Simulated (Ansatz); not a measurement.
Start from `N=C([SeH])[SiH2]Cl` and change one atom or group to get `N=C(N)[SeH]`.

Ansatz, PBE0-D4/def2-TZVP geometries, multiplicity 1. Each molecule was computed in one conformer, which needn't be the lowest.

Scalar relativity is left out up to krypton.

| property | `N=C([SeH])[SiH2]Cl` |
| --- | --- |
| HOMO energy (B3LYP/def2-TZVPP) / eV | -6.98 |
| HOMO energy (ωB97M-V/def2-TZVPP) / eV | -9.33 |
| LUMO energy (PBE/def2-TZVPP) / eV | -2.19 |
| HOMO–LUMO gap (PBE0/def2-TZVPP) / eV | 5.98 |
| LUMO energy (ωB97M-V/def2-TZVPP) / eV | 0.95 |
| size of the dipole moment (PBE/def2-TZVPP) / D | 1.99 |

**Question.** What does the change do to each property? (Best estimate.)

**Answer.** The calculation gave: 
```csv
property,`N=C(N)[SeH]`,shift
HOMO energy (B3LYP/def2-TZVPP) / eV,-6.77,0.21
HOMO energy (ωB97M-V/def2-TZVPP) / eV,-9.20,0.13
LUMO energy (PBE/def2-TZVPP) / eV,-1.30,0.89
HOMO–LUMO gap (PBE0/def2-TZVPP) / eV,6.57,0.59
LUMO energy (ωB97M-V/def2-TZVPP) / eV,1.47,0.52
size of the dipole moment (PBE/def2-TZVPP) / D,1.42,-0.57
```

With PBE0 the HOMO rises by 0.21 eV and the LUMO rises by 0.80 eV, so the gap widens by about 0.59 eV. PBE moves the HOMO by 0.33 eV and ωB97M-V by 0.13 eV. Dipoles are sizes alone; their direction can turn.

B3LYP here is the variant with VWN-RPA as its local correlation; programs differ in this.

Spin–orbit coupling is left out; it splits and shifts lone-pair levels of the heavy atoms by tenths of an eV.
